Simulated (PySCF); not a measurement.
Isomers of C5H7N3S, mass 141.036 u with the commonest isotopes. Method used: CAM-B3LYP/def2-SVPD in PySCF (dipole) on a GFN2-xTB geometry, gas phase. One conformer each, none proved a minimum here; rigid rotors.

Question: Order these by rotational constant B, largest first.
A. `[CH2:1]=[CH:2][n:3]1[n:4][cH:5][c:6]([S:7][CH3:8])[n:9]1` with C1–C2–N3–N4 180°, C5–C6–S7–C8 180°
B. `[CH2:1]=[N:2][CH2:3][c:4]1[s:5][n:6][cH:7][c:8]1[NH2:9]` with C1–N2–C3–C4 122°, N2–C3–C4–S5 -137°
C. `[CH3:1][S:2][c:3]1[cH:4][c:5]([CH3:6])[n:7][n:8][n:9]1` with C1–S2–C3–C4 180°

Answer: B (1103 MHz), A (951.6 MHz), C (904.6 MHz).

Question: Order these by rotational constant A, largest first.
A. `[CH2:1]=[N:2][CH2:3][c:4]1[s:5][n:6][cH:7][c:8]1[NH2:9]` with C1–N2–C3–C4 122°, N2–C3–C4–S5 -137°
B. `[CH2:1]=[CH:2][n:3]1[n:4][cH:5][c:6]([S:7][CH3:8])[n:9]1` with C1–C2–N3–N4 180°, C5–C6–S7–C8 180°
C. `[CH3:1][S:2][c:3]1[cH:4][c:5]([CH3:6])[n:7][n:8][n:9]1` with C1–S2–C3–C4 180°

Answer: C (3498 MHz), B (2855 MHz), A (2443 MHz).

Question: Order these by out-of-plane moment Σ m c² = (Ia + Ib − Ic)/2, largest first.
A. `[CH3:1][S:2][c:3]1[cH:4][c:5]([CH3:6])[n:7][n:8][n:9]1` with C1–S2–C3–C4 180°
B. `[CH2:1]=[CH:2][n:3]1[n:4][cH:5][c:6]([S:7][CH3:8])[n:9]1` with C1–C2–N3–N4 180°, C5–C6–S7–C8 180°
C. `[CH2:1]=[N:2][CH2:3][c:4]1[s:5][n:6][cH:7][c:8]1[NH2:9]` with C1–N2–C3–C4 122°, N2–C3–C4–S5 -137°

Answer: C (24.49 u·Å²), A (3.16 u·Å²), B (1.60 u·Å²).

```json
{"SMILES": "CSc1cc(C)nnn1", "point group": "Cs", "Ia (u·Å²)": "144.46", "Ib (u·Å²)": "558.69", "Ic (u·Å²)": "696.82", "κ": "-0.87", "μa (D)": "0.72", "μb (D)": "3.65", "μc (D)": "0.00"}
{"SMILES": "C=Cn1ncc(SC)n1", "point group": "Cs", "Ia (u·Å²)": "177.01", "Ib (u·Å²)": "531.08", "Ic (u·Å²)": "704.89", "κ": "-0.78", "μa (D)": "0.04", "μb (D)": "1.31", "μc (D)": "0.00"}
{"SMILES": "C=NCc1sncc1N", "point group": "C1", "Ia (u·Å²)": "206.86", "Ib (u·Å²)": "458.39", "Ic (u·Å²)": "616.28", "κ": "-0.65", "μa (D)": "3.75", "μb (D)": "0.22", "μc (D)": "0.59"}
```
